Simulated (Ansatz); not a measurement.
Ansatz (a first-principles code) input (CCSD(T)/def2-SVPD):

Ansatz 0.2 input:
```yaml
crystal:
  periodic: [false, false, false]
  atoms:
    - {symbol: I, position_ang: [-0.00000000, -0.00000000, -1.30342046]}
    - {symbol: I, position_ang: [0.00000000, 0.00000000, 1.30342046]}
basis:
  gaussian:
    orbitals: def2-SVPD
total_charge: 1
magnetization: {spin_polarized: true, initial_magnetization: 1}
correlation: {method: ccsd_t, electrons: outside_noble_gas}
output: {forces: true}
```

Output:

```
Functional definition: HF
integrals: 0.09 GiB planned
884 factors; integrals over basis functions are off by at most 1.4e-4 eV
mean field: 0.33 GiB planned
mean field evaluation 1: about -16135.3814 eV, gradient 5.2e0 eV
mean field evaluation 2: about -16135.5186 eV, gradient 5.4e0 eV
mean field evaluation 4: about -16135.7801 eV, gradient 6.0e-1 eV
mean field evaluation 8: about -16135.7867 eV, gradient 2.7e-3 eV
mean field evaluation 16: about -16135.7946 eV, gradient 4.4e-1 eV
mean field evaluation 32: about -16135.7867 eV, gradient 2.7e-2 eV
mean field evaluation 64: about -16134.2163 eV, gradient 8.1e0 eV
mean field evaluation 96: about -16135.6793 eV, gradient 1.9e0 eV
mean field evaluation 128: about -16132.9783 eV, gradient 6.4e0 eV
mean field evaluation 160: about -16133.7067 eV, gradient 1.2e0 eV
mean field evaluation 192: about -16131.8605 eV, gradient 1.0e1 eV
mean field evaluation 224: about -16133.4899 eV, gradient 2.7e0 eV
mean field evaluation 256: about -16133.8804 eV, gradient 1.9e0 eV
mean field evaluation 288: about -16133.1034 eV, gradient 1.5e-4 eV
mean field evaluation 320: about -16132.7605 eV, gradient 4.6e-3 eV
mean field evaluation 352: about -16133.1497 eV, gradient 6.1e0 eV
mean field evaluation 384: about -16133.4296 eV, gradient 1.9e-4 eV
mean field evaluation 416: about -16133.4762 eV, gradient 9.9e-4 eV
mean field evaluation 448: about -16133.1034 eV, gradient 2.0e-3 eV
mean field evaluation 480: about -16132.5416 eV, gradient 1.7e-3 eV
mean field evaluation 512: about -16133.4296 eV, gradient 1.1e-2 eV
mean field evaluation 544: about -16133.4653 eV, gradient 1.4e-1 eV
mean field evaluation 576: about -16133.1031 eV, gradient 1.1e-1 eV
mean field evaluation 608: about -16132.5388 eV, gradient 5.6e-1 eV
mean field -16135.79758668 eV, -592.9796240740 hartree, gradient 1.5e-6 eV, S^2 0.767031; 21 other end points of the search recorded, 0 dependent functions left out
determinant -16135.79758668 eV, -592.9796240740 hartree, with singles and doubles -16141.64225184 eV, -593.1944115572 hartree
determinant -16135.78670004 eV, -592.9792239973 hartree, with singles and doubles -16141.64896424 eV, -593.1946582332 hartree
determinant -16134.04011642 eV, -592.9150382334 hartree, with singles and doubles -16139.43619054 eV, -593.1133402996 hartree
determinant -16133.79720854 eV, -592.9061115334 hartree, with singles and doubles -16139.37433653 eV, -593.1110672065 hartree
determinant -16133.78591879 eV, -592.9056966426 hartree, with singles and doubles -16139.02626828 eV, -593.0982759343 hartree
determinant -16133.47620586 eV, -592.8943149024 hartree, with singles and doubles -16139.46555993 eV, -593.1144196049 hartree
determinant -16133.46570779 eV, -592.8939291056 hartree, with singles and doubles -16139.41691587 eV, -593.1126319686 hartree
determinant -16133.42961028 eV, -592.8926025465 hartree, with singles and doubles -16139.58674566 eV, -593.1188730981 hartree
determinant -16133.10338093 eV, -592.8806138391 hartree, with singles and doubles -16138.16385442 eV, -593.0665828097 hartree
determinant -16132.76052349 eV, -592.8680140604 hartree, with singles and doubles -16138.24126702 eV, -593.0694276701 hartree
determinant -16132.54161359 eV, -592.8599692701 hartree, with singles and doubles -16139.04016298 eV, -593.0987865552 hartree
determinant -16135.79758668 eV, -592.9796240740 hartree, with singles and doubles -16141.66193937 eV, -593.1951350603 hartree
determinant -16135.78670004 eV, -592.9792239973 hartree, with singles and doubles -16141.66783372 eV, -593.1953516736 hartree
determinant -16135.79758668 eV, -592.9796240740 hartree, with singles and doubles -16141.66324874 eV, -593.1951831788 hartree
determinant -16135.78670004 eV, -592.9792239973 hartree, with singles and doubles -16141.66788543 eV, -593.1953535740 hartree
mean field evaluation 640: about -16135.7866 eV, gradient 6.5e-3 eV
18 core orbitals not correlated
reference -16135.78670004 eV, -592.9792239973 hartree; 7, 6 occupied and 45, 46 virtual orbitals, 884 factors
densities: 0.29 GiB planned
second order -5.33987400 eV of doubles, -0.00000000 eV of singles
coupled cluster: 0.22 GiB planned
cycle   1  -5.69008070 eV  change   -3.7e-1 eV  update   6.6e-2
cycle   2  -5.85925824 eV  change   -1.7e-1 eV  update   2.2e-2
cycle   3  -5.88195019 eV  change   -2.3e-2 eV  update   7.5e-3
cycle   4  -5.88140789 eV  change    5.4e-4 eV  update   2.0e-3
cycle   5  -5.88113386 eV  change    2.7e-4 eV  update   6.0e-4
cycle   6  -5.88113886 eV  change   -5.0e-6 eV  update   1.9e-4
cycle   7  -5.88118059 eV  change   -4.2e-5 eV  update   6.6e-5
cycle   8  -5.88118762 eV  change   -7.0e-6 eV  update   2.1e-5
cycle   9  -5.88118521 eV  change    2.4e-6 eV  update   7.2e-6
cycle  10  -5.88118537 eV  change   -1.6e-7 eV  update   2.3e-6
cycle  11  -5.88118529 eV  change    7.5e-8 eV  update   7.6e-7
perturbative correction -0.21911950 eV, -0.0080524930 hartree
WARN: these amplitudes may be one of several solutions (largest doubles amplitude 0.10, level shift 0.10 eV)
the calculation of the forces begins
Total energy: -16141.88700483 eV, -593.2034060634 hartree
Atom 0 at    -0.000000    -0.000000    -1.303420 Å, force    -0.000000    -0.000000    -0.654363 eV/Å
Atom 1 at     0.000000     0.000000     1.303420 Å, force     0.000000    -0.000000     0.654363 eV/Å
Dipole moment:     0.000000    -0.000000     0.000000 e Å
```

The program attaches cautions to this result: other roots.
